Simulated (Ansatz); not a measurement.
`C[S][Cd][OH]` + HCl → `C[S][Cd][Cl]` + H₂O at 700 K and 1 bar (ligand exchange at a Cd–O bond).

Computed with Ansatz on PBE0-D4/def2-TZVP structures; ΔE is electronic, products minus reactants. CCSD(T)/CBS is the MP2 limit (def2-TZVPP, def2-QZVPP) plus CCSD(T) − MP2 in def2-TZVPP, frozen cores. This one scheme is used for every species. Elements past krypton have def2 core potentials. For Cd outer-core shells are correlated without core-valence functions, which leaves a few kJ/mol of doubt a bond. Each species was taken in one conformer, which may not be the lowest.

```csv
species,CCSD(T)/CBS energy (Eh),H − E (kJ/mol),S (J/(mol·K))
`C[S][Cd][OH]`,-681.14943,202.4,454.8
HCl,-460.38127,38.4,211.8
`C[S][Cd][Cl]`,-1065.19669,165.8,443.3
H₂O,-76.37941,80.5,218.4
```

H − E and S are ideal-gas, rigid-rotor, harmonic terms from PBE0-D4/def2-TZVP, for one conformer and one mirror image of each species. 1 Eh = 2625.50 kJ/mol, R = 8.31446 J/(mol·K).

By hand: ΔE, ΔH, ΔS and ΔG.

ΔE = (-1065.19669) + (-76.37941) − (-681.14943) − (-460.38127) = -0.04540 Eh = -119.2 kJ/mol. Δ(H − E) = 165.8 + 80.5 − 202.4 − 38.4 = 5.5, so ΔH = -113.7 kJ/mol. ΔS = 443.3 + 218.4 − 454.8 − 211.8 = -4.9 J/(mol·K). ΔG = -113.7 − 700 × (-4.9)/1000 = -110.3 kJ/mol.

By hand: the equilibrium constant, and the temperature at which ΔG would vanish if ΔH and ΔS stayed fixed.

log₁₀ K = −ΔG/(RT ln 10) = 8.2. ΔG = 0 at ΔH/ΔS = 23204 K, far beyond where these terms or the molecules hold.

The number of gas molecules stays the same, so ΔS is small and ΔH decides. A doubt of 5 kJ/mol in ΔE shifts log₁₀ K by 0.4 here. Other conformers and mirror images would add mixing entropy, several J/(mol·K) or more a flexible species. These are equilibria of isolated gas molecules and say nothing of rates. Largest T1 diagnostic: 0.015 (customary marks: 0.02 for closed shells, 0.045 for open ones).
